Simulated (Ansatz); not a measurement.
The first iterations of a band of a periodic cell of 17 atoms, LiSi16 (host Si, host structure diamond, interstitial Li), cell charge +1.

The calculation used Ansatz, DFT PBE-D3(BJ), scalar-relativistic, plane waves, PAW. Settings: PAW set soft_1, cutoff 420 eV, k mesh 2x2x2, gaussian smearing 0.05 eV, no spin polarisation.

```
movable images  : 5
climbing image  : yes
spring          : 2.0 eV/Å²
optimiser       : quadratic models (default)
start path      : IDPP
force threshold : 0.05 eV/Å
iteration limit : 52
end points      : relaxed
```

Initial state:

```xyz
17
Lattice="0.0000 5.4300 5.4300 5.4300 0.0000 5.4300 5.4300 5.4300 0.0000" Properties=species:S:1:pos:R:3
Si 0.039 -0.039 -0.039
Si 1.387 1.309 1.310
Si 2.753 2.676 -0.018
Si 4.120 4.042 1.310
Si 2.753 -0.018 2.676
Si 4.120 1.309 4.043
Si 5.447 2.676 2.676
Si 6.801 4.058 4.059
Si 0.060 2.676 2.676
Si 1.387 4.042 4.043
Si 2.753 5.369 2.676
Si 4.136 6.724 4.058
Si 2.753 2.676 5.370
Si 4.136 4.058 6.724
Si 5.468 5.391 5.391
Si 6.801 6.724 6.724
Li 8.182 8.108 8.108
```

Final state:

```xyz
17
Lattice="0.0000 5.4300 5.4300 5.4300 0.0000 5.4300 5.4300 5.4300 0.0000" Properties=species:S:1:pos:R:3
Si -0.035 0.037 -0.059
Si 1.346 1.424 1.293
Si 2.672 2.760 -0.043
Si 4.008 4.086 1.293
Si 2.698 0.042 2.675
Si 4.028 1.403 4.044
Si 5.390 2.733 2.676
Si 6.769 4.093 4.055
Si -0.035 2.776 2.680
Si 1.333 4.098 4.049
Si 2.656 5.467 2.680
Si 4.008 6.854 4.061
Si 2.682 2.750 5.398
Si 4.029 4.103 6.744
Si 5.390 5.472 5.414
Si 6.759 6.833 6.744
Li 10.815 5.477 8.100
```

| iteration | highest image above the first end (eV) | largest band force component (eV/Å) |
| --- | --- | --- |
| 1 | 3.295 | 6.502 |
| 2 | 1.689 | 4.862 |
| 3 | 0.875 | 3.026 |

Question: Does the band converge within its limit, and where does its top end?

Answer: The run converged. It ended after 10 iterations with the highest image 0.583 eV above the first end. The profile has 2 maxima (images 2, 5) with wells between them (image 3): this band takes more than one step, which may be the mechanism or a detour left from its start path. By the program's own check the climbing image is of a kind that is not told: the force calls were inconclusive, a negative curvature could not be distinguished from the path's own, the only one lies far off the path, or fixed occupations may fill a level only in part (lowest curvatures found: -2.18 and 0.83 eV/Å²). Limits of this set-up: charged cell in a uniform background, uncorrected.

The run took 8.3 min on 1 thread of Arm Neoverse V2, on a shared host, peak memory 0.83 GiB.
